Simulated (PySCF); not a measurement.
**Excitation energy of Hf⁺ by level of theory**

Hf⁺ [Xe] 4f14 5d1 6s2 (2D) → Hf⁺ [Xe] 4f14 5d3 (4F), as a difference of total energies. Computed with PySCF 2.14 in def2-QZVPPD with the def2 core potential (60 electrons) (7s6p4d3f2g, 84 functions), with scalar relativity through the core potential. The calculations carry no spin-orbit coupling.

| method | excitation energy (cm⁻¹) |
| --- | --- |
| LDA | 17453 |
| CAM-B3LYP | 17596 |
